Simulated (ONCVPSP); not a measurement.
**manganese: one change to an ONCV potential, before and after**

manganese, optimised norm-conserving Vanderbilt (ONCV), made with ONCVPSP 4.0.1 (PBE, fully relativistic). Core [Ar], reference 3d6 4s1. Waves: 4s: rc 2.65 bohr, ncon 4, nbas 9, qcut 2.5 1/bohr, 2 projectors, debl 1.8 Ha; p scattering state at 0.09 Ha: rc 2.45 bohr, ncon 4, nbas 9, qcut 3.3 1/bohr, 2 projectors, debl 3.4 Ha; 3d: rc 1.50 bohr, ncon 3, nbas 8, qcut 10.1 1/bohr, 2 projectors, debl 4 Ha. Local part: polynomial inside 1.20 bohr (lpopt 5, dvloc0 0 Ha). Core correction: none.

Open shells are filled in proportion to 2j + 1.

All-electron outer shells of the reference configuration (PBE, scalar-relativistic, ld1.x):

```json
{"shell": "3p", "level (eV)": "-50.47", "outermost node (bohr)": "0.31", "outermost maximum (bohr)": "0.75"}
{"shell": "4s", "level (eV)": "-4.13", "outermost node (bohr)": "1.06", "outermost maximum (bohr)": "2.63"}
{"shell": "3d", "level (eV)": "-3.37", "outermost node (bohr)": "–", "outermost maximum (bohr)": "0.77"}
```

Change: local potential polynomial inside 1.20 bohr (lpopt 5, dvloc0 4.5 Ha).

Cutoffs: the cutoffs (Ha) at which the residual kinetic energy of the hardest occupied pseudo-wave falls to 1 and 0.1 mHa per electron; they do not see the model core or the augmentation charge, which bear on the density cutoff. Errors are all-electron minus pseudo energies relative to the spin-unpolarised reference configuration.

What does the change do?

The potential gets neither clearly harder nor softer (39 Ha and 44 Ha → 39 Ha and 44 Ha); the bound ghost in s disappears; the lowest positive-energy flag moves from p3/2 at 102.5 eV to s at 47.7 eV; the errors of the 4 common tests hardly move; the range in which the s phases agree narrows (upper end 4.5 → 2.1). In the separable form a ghost depends on how the local part lies against the semilocal potential of the channel, so the choice of the local part can create or remove one.

| quantity | base | changed |
| --- | --- | --- |
| cutoff, loose | 39 Ha | 39 Ha |
| cutoff, tight | 44 Ha | 44 Ha |
| bound ghosts | s | none |
| GHOST(+) flags under 300 eV | p3/2 at 102.5 eV, p1/2 at 103.7 eV | s at 47.7 eV, p3/2 at 130.8 eV, p1/2 at 131.6 eV |
| error for 3d5 4s2, meV [ΔE 0.36 eV] | -45 | -42 |
| error for 3d5 4s1, meV [ΔE 8.77 eV] | -26 | -25 |
| error for 3d5 4s0, meV [ΔE 24.37 eV] | +74 | +76 |
| error for 3d5 4s1 4p1, meV [ΔE 4.22 eV] | -60 | -60 |
| s: phases at 2.69 bohr within 0.05 rad from the reference energy up to (Ha; the scan ends near 5) | 4.5 | 2.1 |
| p3/2: phases at 2.49 bohr within 0.05 rad from the reference energy up to (Ha; the scan ends near 5) | 3.6 | 4.2 |
| p1/2: phases at 2.49 bohr within 0.05 rad from the reference energy up to (Ha; the scan ends near 5) | 3.6 | 4.3 |
| d5/2: phases at 1.52 bohr within 0.05 rad from the reference energy up to (Ha; the scan ends near 5) | to the end of the scan | to the end of the scan |
| d3/2: phases at 1.52 bohr within 0.05 rad from the reference energy up to (Ha; the scan ends near 5) | to the end of the scan | to the end of the scan |

 A true bound ghost makes a file unfit for plane-wave use even where its test errors are small: the radial tests pick states by their node count and pass the ghost by.
